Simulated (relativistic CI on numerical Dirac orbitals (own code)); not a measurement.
Tl²⁵⁺: q coefficients and field-shift factors

Calculated at this level of theory: Dirac-Coulomb-Breit CI, KLI orbitals optimised for each configuration, derivatives by finite differences, unscaled Slater integrals, QED left out (own radial code, finite nucleus).

Configuration list (outside the closed core [Ar] 3d10 4p6 4d10): 4s2.4f10, 4s2.4f9.5s, 4s2.4f8.5s2, 4s.4f11, 4f12. Levels of other configurations are missing.

With x = (α/α₀)² − 1 an excitation energy changes as ω = ω₀ + qx; K = 2q/ω₀ is the relative enhancement. Terms are leading LS components, so labels can repeat. The field-shift factor is F = δν/δ⟨r²⟩ for the transition from the lowest level.

Lowest level 4s2.4f10 5I_8.

```tsv
Level	ω₀ (cm⁻¹)	q (cm⁻¹)	K	F (GHz/fm²)
4s2.4f10 5I_7	32644.2	35250	2.16	2.25
4s2.4f10 3G_5	39054.4	-500.9	-0.0257	0.481
4s2.4f10 5I_6	44139.7	25910	1.17	1.94
4s2.4f10 3D_2	47773.5	-3898	-0.163	0.408
4s2.4f10 5I_4	60992.0	21290	0.698	1.92
4s2.4f10 5I_5	61288.8	44780	1.46	3.13
4s2.4f10 3K_8	62029.8	25670	0.828	2.17
4s2.4f10 5F_4	63784.5	25010	0.784	2.14
4s2.4f10 5G_6	71147.3	30140	0.847	2.53
4s2.4f10 5S_2	73681.2	31230	0.848	2.59
4s2.4f10 5F_3	76892.0	36770	0.956	2.92
4s2.4f10 3G_4	77464.0	16180	0.418	1.86
4s2.4f10 3D_1	79759.4	34620	0.868	2.83
4s2.4f10 5F_5	82269.0	40210	0.977	3.17
4s2.4f10 3L_9	82949.6	28200	0.68	2.62
4s2.4f10 3K_7	86422.3	40860	0.946	3.29
4s2.4f10 3F_2	92228.6	23770	0.515	2.46
4s2.4f10 3F_4	92807.0	39500	0.851	3.29
4s2.4f10 3H_6	95109.9	51140	1.08	3.93
4s2.4f10 5G_3	97679.1	36250	0.742	3.18
4s2.4f10 3M_10	98274.8	30200	0.615	2.95
4s2.4f10 5G_5	102008.1	57310	1.12	4.33
4s2.4f10 3K_6	103400.0	48040	0.929	3.88
```

At this charge energies of transitions that change n are usually good to better than 1 %, and those within a shell (Δn = 0) to a few per cent. Terms inside the open d or f shell come out 10 to 20 % too wide with unscaled integrals.
